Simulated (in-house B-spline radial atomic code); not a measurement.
The phosphorus ion P⁴⁺: [Ne] 3s1

Computed with a radial B-spline atomic code at the basis-set limit: non-relativistic M06-L, spin-polarised, spherical fractional occupations, point nucleus.

Effective charges: Z_r = [3n² - l(l+1)]/(2<r>) from the radius, Z_e = n√(-2ε) from the energy, and Slater's rules. Values are occupation-weighted means over spin.

```tsv
shell	electrons	ε (eV)	<r> (bohr)	Z_r	Z_e	Slater
1s	2	-2148.5	0.1039	14.44	12.57	14.70
2s	2	-234.43	0.5154	11.64	8.30	10.85
2p	6	-183.14	0.4812	10.39	7.34	10.85
3s	1	-59.244	1.593	8.47	6.26	6.20
```

The least bound orbital is 3s up at -59.24 eV, and it is also the most diffuse (<r> = 1.593 bohr).
